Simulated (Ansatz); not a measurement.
A structure relaxed at PBE0-D4/def2-TZVP, charge 0, multiplicity 1:

```xyz
9

C     0.2364   -1.3689    0.7489
C     0.0799   -0.0885    0.4436
F     0.1656    0.8375    1.4384
B    -0.2005    0.4996   -0.9706
O    -0.3386    1.8283   -1.1401
H     0.1679   -2.1024   -0.0434
H     0.4299   -1.7067    1.7603
H    -0.2968   -0.2145   -1.9235
H    -0.2438    2.3155   -0.3136
```

(1) Give its formula and SMILES.

(2) Point group (tolerance 0.08 Å, 0.16 Å for H)?

(3) Summarise the bond lengths by kind.

Answers

(1) C2H4BFO, `C=C(F)BO`.

(2) Cs.

(3) 1 × C–C 1.326 Å; 2 × C–H 1.082 to 1.084 Å; 1 × C–F 1.362 Å; 1 × B–C 1.557 Å; 1 × B–O 1.347 Å; 1 × B–H 1.195 Å; 1 × H–O 0.964 Å.

Program: Ansatz 0.2.0.
